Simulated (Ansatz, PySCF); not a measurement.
Molecule: BaCl, charge 0, multiplicity 2. 
Coordinates optimised at B3LYP-D3(BJ)/def2-TZVP (Ansatz, a quantum-chemistry and plane-wave program):
```
Cl
Ba 1 2.7004
```
Charge 0, spin multiplicity 2.

Total electronic energies in hartree. Correlated levels leave the core frozen unless marked. Open shells are spin-unrestricted. Spin-orbit coupling is left out. Frozen are the shells of the preceding noble gas and the d and f shells that filled before the atom's block. The outer core of K, Ca and their heavier congeners is not correlated, a term that matters for these elements. In def2 rows, elements after Kr have scalar-relativistic effective core potentials. CBS marks a two-point X^-3 extrapolation of the correlation energy; Hartree-Fock from the larger set. [CCSD(T)-MP2]/basis is that difference in the basis named.

| level | program | energy (Eh) |
|---|---|---|
| HF/def2-TZVPPD | Ansatz | -484.71744 |
| revPBE-D4/def2-TZVPD | Ansatz + dftd4 | -485.73690 |
| TPSS/def2-TZVPD | PySCF | -485.80252 |
| BHLYP-D4/def2-TZVPD | Ansatz + dftd4 | -485.70257 |
| r2SCAN0-D4/def2-TZVPD | Ansatz + dftd4 | -485.72245 |
| r2SCAN0/def2-TZVPD | Ansatz | -485.72196 |
| HSE06-D4/def2-TZVPD | Ansatz + dftd4 | -485.61154 |
| B2PLYP-D3(BJ)/def2-TZVPD | Ansatz + dftd3 | -485.51027 |
| RPA@PBE/def2-QZVPP | Ansatz | -485.10630 |
| MP2/def2-TZVPP | Ansatz | -484.91871 |
| SCS-MP2/def2-SVP | Ansatz | -484.67049 |
| SCS-MP2/def2-TZVPPD | Ansatz | -484.91798 |
| RI-MP2/CBS(def2-TZVPP,def2-QZVPP)+[CCSD(T)-MP2]/def2-SVP | Ansatz | -484.9888 |
| RI-MP2/CBS(def2-TZVPPD,def2-QZVPPD)+[CCSD(T)-MP2]/def2-QZVPPD | Ansatz | -484.9995 |
| CCSD(T)/CBS(def2-TZVPPD,def2-QZVPPD) | Ansatz | -485.0004 |

Totals of different functionals don't rank their quality; only differences between species are comparable.
